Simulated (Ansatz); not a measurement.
Cost against result

The pair of F⁻ (SMILES [F-], atom 1) and C$_{2}$H$_{6}$ (SMILES CC, atoms 2–9), both closed shells, in one local arrangement (a lower one may exist), relaxed at PBE0-D4/def2-TZVPD:

```xyz
9
angstrom
F -0.5629 0.4232 -2.7646
C 0.4991 -0.6370 0.5556
C -0.3660 0.5433 0.1452
H 0.0497 -1.5780 0.2235
H 1.4826 -0.5775 0.0793
H 0.6574 -0.7074 1.6404
H 0.0859 1.4882 0.4718
H -1.3564 0.4803 0.6131
H -0.4895 0.5650 -0.9642
```

Interaction energies are counterpoise-corrected; the time is that of the whole pair.

Program: Ansatz 0.2.0. Basis: as named in each row. Cores are frozen in the correlated methods. B3LYP uses VWN-RPA correlation. Extrapolation: Hartree–Fock as exp(−7.88 √X), correlation as X^−2.97.

Times are rough, for one single point on 4 threads of a shared host (Arm Neoverse V2).

The estimate by CCSD(T) at an estimated basis limit (MP2 extrapolated from triple and quadruple zeta, plus CCSD(T) − MP2 in triple zeta) is -33.4 kJ/mol.

| method | basis | time (s) | interaction energy (kJ/mol) | method less estimate |
| --- | --- | --- | --- | --- |
| HF | STO-3G | under 1 | -11.3 | 22.1 |
| PBE-D4 | STO-3G | under 1 | 44.2 | 77.6 |
| SPW92 | def2-SVP | under 1 | -55.6 | -22.2 |
| B3LYP-D4 | 6-31G | under 1 | -44.3 | -11.0 |
| PBE-D4 | def2-SVP | under 1 | -40.9 | -7.5 |
| PBE0-D4 | def2-SVP | under 1 | -42.7 | -9.3 |
| CCSD(T) | def2-SVP | under 1 | -27.1 | 6.3 |
| PBE-D4 | def2-TZVPPD | under 1 | -37.6 | -4.2 |
| revPBE-D4 | def2-TZVPPD | 1 | -34.6 | -1.2 |
| BLYP-D4 | def2-TZVPPD | 1 | -33.7 | -0.3 |
| PBE0-D4 | def2-TZVPPD | 1 | -36.8 | -3.4 |
| B3LYP-D4 | def2-TZVPPD | 1 | -34.6 | -1.3 |
| HSE06-D4 | def2-TZVPPD | 1 | -36.8 | -3.4 |
| wB97M-V | def2-SVP | 1 | -37.3 | -3.9 |
| r2SCAN-D4 | def2-TZVPPD | 2 | -37.2 | -3.9 |
| B2PLYP | def2-TZVPPD | 2 | -30.1 | 3.3 |
| wB97X-V | def2-TZVPPD | 3 | -32.4 | 1.0 |
| wB97M-V | def2-TZVPPD | 4 | -33.5 | -0.1 |
| B97M-V | def2-TZVPPD | 4 | -35.3 | -2.0 |
| MP2 | def2-QZVPPD | 8 | -30.9 | 2.5 |
| CCSD(T) | def2-TZVPPD | 33 | -30.8 | 2.6 |

No T1 diagnostic of these runs exceeds 0.023.
